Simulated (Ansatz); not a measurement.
Species: H3AlO, SMILES `[OH][AlH2]` (H–O–Al–H torsion 0°) (charge 0, multiplicity 1).

### Question
Give a relaxed geometry from Ansatz (a first-principles code) with CAM-B3LYP-D3(BJ)/def2-TZVP.

### Answer
This is not unique; one that fits is the end point of this relaxation, one of several conformers (outside a Z-matrix the atoms follow the SMILES, hydrogens last).
Cartesian coordinates (Å) in one orientation:
```xyz
5

O      1.162     0.323    -0.011
Al    -0.510     0.073     0.008
H      1.825    -0.365    -0.029
H     -1.079    -1.396    -0.002
H     -1.399     1.364     0.034
```
